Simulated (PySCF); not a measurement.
C3H11NSi, SMILES C[SiH2]N(C)C (GFN2-xTB optimised geometry):

```
16

Si     0.093     0.148     0.000
C     -0.496     1.948     0.000
N     -0.642    -0.673     1.323
C     -0.559    -2.108     1.414
C     -0.845    -0.062     2.613
H      1.572     0.148     0.000
H     -0.378    -0.568    -1.191
H     -1.572     2.021     0.125
H     -0.026     2.534     0.784
H     -0.242     2.414    -0.946
H      0.307    -2.431     2.006
H     -0.473    -2.534     0.419
H     -1.461    -2.503     1.891
H     -0.943     1.014     2.503
H     -1.760    -0.453     3.067
H     -0.013    -0.270     3.299
```

Level of theory: B3LYP/def2-TZVP (PySCF).

What are the frontier orbital energies and the dipole moment?

HOMO-2 -9.04 eV, HOMO-1 -8.66 eV, HOMO -6.03 eV, LUMO 0.69 eV, LUMO+1 0.79 eV; dipole moment 0.74 D.

On the same geometry PBE/def2-TZVP (PySCF) gives HOMO-2 -7.84 eV, HOMO-1 -7.57 eV, HOMO -4.92 eV, LUMO 0.12 eV, LUMO+1 0.29 eV; dipole moment 0.77 D.

Meta-Löwdin charges at B3LYP/def2-TZVP: Si1 0.78, C2 -0.60, N3 -0.43, C4 -0.22, C5 -0.22, H6 -0.16, H7 -0.13, H8 0.12, H9 0.12, H10 0.13, H11 0.09, H12 0.11, H13 0.10, H14 0.11, H15 0.10, H16 0.09.
